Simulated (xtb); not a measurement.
Job for xtb: GFN2-xTB on SiP+, 2S+1 = 3, a spin state set in the input, which need not be the lowest, a point of a bond scan (R = 2.349 Å). Charge +1.

```
$ xtb mol.xyz --gfn 2 --sp --chrg 1 --uhf 2
2

Si     0.00000000     0.00000000     0.00000000
P      0.00000000     0.00000000     2.34933700
```

Output:

```
[...]
           -------------------------------------------------
          |                Calculation Setup                |
           -------------------------------------------------



           -------------------------------------------------
          |                 G F N 2 - x T B                 |
           -------------------------------------------------

        Reference                      10.1021/acs.jctc.8b01176
      * Hamiltonian:
        H0-scaling (s, p, d)           1.850000    2.230000    2.230000
        zeta-weighting                 0.500000
      * Dispersion:
        s8                             2.700000
        a1                             0.520000
        a2                             5.000000
        s9                             5.000000
      * Repulsion:
        kExp                           1.500000    1.000000
        rExp                           1.000000
      * Coulomb:
        alpha                          2.000000
        third order                    shell-resolved
        anisotropic                    true
        a3                             3.000000
        a5                             4.000000
        cn-shift                       1.200000
        cn-exp                         4.000000
        max-rad                        5.000000


          ...................................................
          :                      SETUP                      :
          :.................................................:
          :  # basis functions                  20          :
          :  # atomic orbitals                  18          :
          :  # shells                            6          :
          :  # electrons                         8          :
          :  max. iterations                   250          :
          :  Hamiltonian                  GFN2-xTB          :
          :  restarted?                      false          :
          :  GBSA solvation                  false          :
          :  PC potential                    false          :
          :  electronic temp.          300.0000000     K    :
          :  accuracy                    1.0000000          :
          :  -> integral cutoff          0.2500000E+02      :
          :  -> integral neglect         0.1000000E-07      :
          :  -> SCF convergence          0.1000000E-05 Eh   :
          :  -> wf. convergence          0.1000000E-03 e    :
          :  Broyden damping             0.4000000          :
          :  net charge                          1          :
          :  unpaired electrons                  2          :
          ...................................................

 iter      E             dE          RMSdq      gap      omega  full diag
   1     -3.1090572 -0.310906E+01  0.328E+01    1.40       0.0  T
   2     -3.0780651  0.309921E-01  0.191E+01    4.72       1.0  T
   3     -3.6868376 -0.608772E+00  0.216E+01    1.53       1.0  T
   4     -3.6008432  0.859944E-01  0.275E+01    2.54       1.0  T
   5     -3.6132691 -0.124259E-01  0.109E+01    2.74       1.0  T
   6     -3.6755405 -0.622713E-01  0.698E+00    2.24       1.0  T
   7     -3.6900015 -0.144610E-01  0.995E+00    1.95       1.0  T
   8     -3.6974955 -0.749407E-02  0.428E+00    1.77       1.0  T
   9     -3.6953817  0.211381E-02  0.217E+00    1.73       1.0  T
  10     -3.6978816 -0.249985E-02  0.609E-01    1.87       1.0  T
  11     -3.6976689  0.212654E-03  0.501E-01    1.82       1.0  T
  12     -3.6978772 -0.208250E-03  0.298E-01    1.84       1.0  T
  13     -3.6979030 -0.258387E-04  0.214E-01    1.85       1.0  T
  14     -3.6979276 -0.246061E-04  0.822E-02    1.85       1.0  T
  15     -3.6979304 -0.273916E-05  0.257E-02    1.86       2.7  T
  16     -3.6979303  0.103682E-07  0.109E-02    1.86       6.5  T
  17     -3.6979304 -0.403763E-07  0.527E-03    1.86      13.4  T
  18     -3.6979304 -0.388147E-07  0.324E-04    1.86     218.0  T
  19     -3.6979304 -0.865334E-10  0.871E-05    1.86     812.2  T

   *** convergence criteria satisfied after 19 iterations ***

         #    Occupation            Energy/Eh            Energy/eV
      -------------------------------------------------------------
         1        2.0000           -0.9047281             -24.6189
         2        2.0000           -0.7857080             -21.3802
         3        2.0000           -0.5896305             -16.0447
         4        1.0000           -0.5681359             -15.4598
         5        1.0000           -0.5681359             -15.4598 (HOMO)
         6                         -0.4998260             -13.6010 (LUMO)
         7                         -0.4998260             -13.6010
         8                         -0.4283352             -11.6556
         9                         -0.2825827              -7.6895
        10                         -0.2825827              -7.6895
       ...                                ...                  ...
        18                          0.3474470               9.4545
      -------------------------------------------------------------
                  HL-Gap            0.0683099 Eh            1.8588 eV
             Fermi-level           -0.5565967 Eh          -15.1458 eV

 transition dipole moment (au) for excitation:           4           5
     X       Y       Z
   0.0000   0.0000  -0.0000  total (au/Debye):    0.000   0.000
 dE (eV)             :    0.000
 oscillator strength :  0.10445E-45

 SCC (total)                   0 d,  0 h,  0 min,  0.002 sec
 SCC setup                      ...        0 min,  0.000 sec (  2.654%)
 Dispersion                     ...        0 min,  0.000 sec (  0.719%)
 classical contributions        ...        0 min,  0.000 sec (  0.343%)
 integral evaluation            ...        0 min,  0.000 sec ( 14.132%)
 iterations                     ...        0 min,  0.001 sec ( 55.672%)
 molecular gradient             ...        0 min,  0.000 sec ( 12.373%)
 printout                       ...        0 min,  0.000 sec ( 13.812%)

         :::::::::::::::::::::::::::::::::::::::::::::::::::::
         ::                     SUMMARY                     ::
         :::::::::::::::::::::::::::::::::::::::::::::::::::::
         :: total energy              -3.694653782399 Eh    ::
         :: gradient norm              0.048295363293 Eh/a0 ::
         :: HOMO-LUMO gap              1.858805689879 eV    ::
         ::.................................................::
         :: SCC energy                -3.697930426203 Eh    ::
         :: -> isotropic ES            0.102614071748 Eh    ::
         :: -> anisotropic ES         -0.014793627160 Eh    ::
         :: -> anisotropic XC         -0.013308111579 Eh    ::
         :: -> dispersion             -0.000975298967 Eh    ::
         :: repulsion energy           0.003276643804 Eh    ::
         :: add. restraining           0.000000000000 Eh    ::
         :: total charge               0.999999999973 e     ::
         :::::::::::::::::::::::::::::::::::::::::::::::::::::

           -------------------------------------------------
          |                Property Printout                |
           -------------------------------------------------

    * Orbital Energies and Occupations

         #    Occupation            Energy/Eh            Energy/eV
      -------------------------------------------------------------
         1        2.0000           -0.9047281             -24.6189
         2        2.0000           -0.7857080             -21.3802
         3        2.0000           -0.5896305             -16.0447
         4        1.0000           -0.5681359             -15.4598
         5        1.0000           -0.5681359             -15.4598 (HOMO)
         6                         -0.4998260             -13.6010 (LUMO)
Note: The following floating-point exceptions are signalling: IEEE_DENORMAL
normal termination of xtb
         7                         -0.4998260             -13.6010
         8                         -0.4283352             -11.6556
         9                         -0.2825827              -7.6895
        10                         -0.2825827              -7.6895
        11                         -0.2792453              -7.5987
        12                         -0.2792453              -7.5987
        13                         -0.1731095              -4.7106
        14                         -0.1539748              -4.1899
        15                         -0.1539748              -4.1899
        16                         -0.0789737              -2.1490
       ...                                ...                  ...
        18                          0.3474470               9.4545
      -------------------------------------------------------------
                  HL-Gap            0.0683099 Eh            1.8588 eV
             Fermi-level           -0.5565967 Eh          -15.1458 eV

     #   Z          covCN         q      C6AA      α(0)
     1  14 Si       0.910     0.584   212.782    31.698
     2  15 P        0.910     0.416   167.047    24.021

 Mol. C6AA /au·bohr⁶  :        752.694223
 Mol. C8AA /au·bohr⁸  :      47945.380762
 Mol. α(0) /au        :         55.718497


Wiberg/Mayer (AO) data.
largest (>0.10) Wiberg bond orders for each atom

 ---------------------------------------------------------------------------
     #   Z sym  total        # sym  WBO       # sym  WBO       # sym  WBO
 ---------------------------------------------------------------------------
     1  14 Si   1.938 --     2 P    1.938
     2  15 P    1.938 --     1 Si   1.938
 ---------------------------------------------------------------------------

Topologies differ in total number of bonds
Writing topology from bond orders to xtbtopo.mol

molecular dipole:
                 x           y           z       tot (Debye)
 q only:        0.000       0.000       1.847
   full:        0.000      -0.000       1.480       3.761
molecular quadrupole (traceless):
                xx          xy          yy          xz          yz          zz
 q only:       -4.101       0.000      -4.101       0.000       0.000       8.201
  q+dip:       -3.846       0.000      -3.846       0.000       0.000       7.692
   full:       -1.163      -0.000      -1.163       0.000       0.000       2.325


           -------------------------------------------------
          | TOTAL ENERGY               -3.694653782399 Eh   |
          | GRADIENT NORM               0.048295363293 Eh/α |
          | HOMO-LUMO GAP               1.858805689879 eV   |
           -------------------------------------------------

------------------------------------------------------------------------
------------------------------------------------------------------------
 total:
 SCF:
```

The run finished.

Cost: very roughly 0.020 core-seconds.
